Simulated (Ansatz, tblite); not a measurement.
Forces on Na₈Cl₈ (started as a model of: 1x4x4 NaCl rock-salt block) at its r2SCAN-D4/def2-SVP geometry. Total charge 0; singlet.

The xTB rows come from tblite.

GFN2-xTB (tblite), largest force 0.49 eV/Å:

```xyz
16
positions Å, forces eV/Å
Na   -3.290   -3.715    1.647    0.151    0.169   -0.076
Cl   -3.791   -1.710    0.204    0.151    0.025    0.195
Na   -3.929    0.826   -0.417   -0.059   -0.002   -0.133
Cl   -4.173    2.846   -1.908    0.346   -0.175    0.303
Cl   -0.819   -3.499    2.094   -0.088    0.051   -0.226
Na   -1.138   -1.289    0.558    0.058    0.082   -0.035
Cl   -1.366    1.354    0.344    0.003   -0.125   -0.277
Na   -1.722    3.306   -1.521   -0.075    0.006   -0.136
Na    1.723   -3.306    1.521    0.074   -0.007    0.136
Cl    1.366   -1.354   -0.344   -0.003    0.125    0.277
Na    1.138    1.289   -0.559   -0.059   -0.082    0.035
Cl    0.819    3.500   -2.094    0.088   -0.051    0.226
Cl    4.173   -2.846    1.908   -0.346    0.174   -0.304
Na    3.929   -0.826    0.417    0.060    0.002    0.133
Cl    3.790    1.710   -0.204   -0.151   -0.025   -0.194
Na    3.290    3.716   -1.646   -0.151   -0.169    0.076
```

PBE-D4/def2-SVP (Ansatz), largest force 0.09 eV/Å:

```
Na 0.003 0.003 -0.001
Cl -0.050 -0.025 -0.020
Na -0.066 -0.020 0.005
Cl -0.030 0.016 -0.019
Cl -0.009 -0.035 0.045
Na -0.012 0.018 -0.009
Cl 0.017 0.012 0.069
Na -0.017 0.081 -0.041
Na 0.016 -0.081 0.041
Cl -0.017 -0.013 -0.069
Na 0.011 -0.017 0.008
Cl 0.010 0.035 -0.045
Cl 0.030 -0.016 0.019
Na 0.067 0.020 -0.006
Cl 0.051 0.025 0.020
Na -0.003 -0.003 0.001
```

PBE0-D4/def2-SVP (Ansatz), largest force 0.06 eV/Å:

```
Na 0.025 0.028 -0.012
Cl -0.001 -0.013 0.005
Na -0.040 -0.015 -0.002
Cl 0.020 -0.013 0.016
Cl -0.018 -0.001 0.001
Na -0.009 0.017 -0.008
Cl 0.015 -0.010 0.014
Na -0.017 0.053 -0.034
Na 0.016 -0.053 0.034
Cl -0.015 0.009 -0.014
Na 0.009 -0.017 0.007
Cl 0.018 0.001 0.000
Cl -0.020 0.013 -0.016
Na 0.041 0.015 0.002
Cl 0.001 0.013 -0.004
Na -0.025 -0.027 0.012
```
